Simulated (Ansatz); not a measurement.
B(AsH2)2(OH) (As₂BH₅O), SMILES [AsH2]B(O)[AsH2].

The structure is a stationary point at B3LYP-D3(BJ)/def2-SVP. The structure was generated by enumeration, and PubChem lists no compound with its InChIKey, so it may never have been made. The values are those of a single conformer.

Two levels are set side by side: PBE/def2-SVPD (Ansatz, an electronic-structure program) and PBE0/def2-SVPD (Ansatz). Energy differences of separate SCF runs at the same geometry; the states with an electron removed or added have multiplicity 2 and 2. Differences are taken from unrounded values.

| quantity | PBE0 | PBE | PBE minus PBE0 |
|---|---|---|---|
| vertical ionisation energy (eV) | 8.83 | 8.59 | -0.24 |
| vertical singlet–triplet gap (eV) | 4.07 | 3.85 | -0.23 |
